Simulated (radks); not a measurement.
Results of a calculation; reference values are marked as such.
Species: the cerium ion Ce39+. Configuration: [Ar] 3d1. Level of theory: Dirac Kohn-Sham, PBEsol, spin-unpolarised, spherical densities, finite nucleus; open shells fill j = l - 1/2 first; Fermi nuclear charge, rms radius 4.8771 fm (a radial shooting solver on a logarithmic mesh with Libxc functionals).

Spin-orbit splittings of the eigenvalues, e(l+1/2) - e(l-1/2), with zeta = 2 splitting/(2l+1) and mean radii in bohr:

| shell | occ. | splitting (eV) | zeta (eV) | <r> j=l-1/2 | <r> j=l+1/2 |
|---|---|---|---|---|---|
| 2p | 6 | ? | ? | 0.08716 | 0.09317 |
| 3p | 6 | 108.7 | 72.49 | 0.2449 | 0.2544 |
| 3d | 1 | 25.49 | 10.20 | 0.2214 | 0.2244 |

Estimate the 2p splitting.

Answer. 453.3 eV (zeta = 302.2 eV).
